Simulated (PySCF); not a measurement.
Computed shifts of a molecule C₅H₉N, PBE/pcSseg-1 (PySCF), GIAO, gas phase, equivalent atoms averaged, in ppm (number of nuclei): ¹³C: 221.0 (1), 97.6 (1), 78.8 (1), 59.9 (1), 41.6 (1). ¹⁵N: 58.1 (1). ¹H: 5.81 (1), 5.13 (2), 3.45 (2), 2.85 (3), -0.18 (1). References: ¹³C against TMS (σ = 182.0 ppm); ¹⁵N against NH3 (σ = 267.0 ppm); ¹H against TMS (σ = 31.49 ppm), references at their B3LYP-D3(BJ)/def2-TZVP geometries, non-relativistic. Geometry optimised at PBE0-D3(BJ)/def2-SVP. One conformer was computed; it need not be the lowest.

### Question
Identify the compound among the candidates.
A. CN[C@H]1C=CC1
B. CC=C=C(C)N
C. CC1=CCN1C
D. C=C=CCNC

### Answer
D, C=C=CCNC
